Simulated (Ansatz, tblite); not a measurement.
Forces on AlGaAs2 at its r2SCAN-D4/def2-SVP geometry. Charge 0, multiplicity 1.

The xTB rows come from tblite. The structure comes from a short search, and lower isomers may exist.

GFN1-xTB (tblite), largest force 0.42 eV/Å:

```xyz
4
positions Å, forces eV/Å
Al    1.571   -0.253   -1.753   -0.116    0.016    0.132
Ga   -1.589    0.263    1.763    0.174   -0.032   -0.190
As   -0.677   -0.770   -0.510   -0.282   -0.274   -0.157
As    0.695    0.760    0.500    0.224    0.290    0.215
```

GFN2-xTB (tblite), largest force 0.44 eV/Å:

```
Al -0.182 0.026 0.207
Ga -0.275 0.043 0.307
As 0.394 0.150 -0.135
As 0.063 -0.220 -0.379
```

PBE-D4/def2-TZVP (Ansatz), largest force 0.32 eV/Å:

```
Al 0.073 -0.014 -0.078
Ga -0.114 0.016 0.129
As -0.171 -0.215 -0.166
As 0.212 0.212 0.115
```
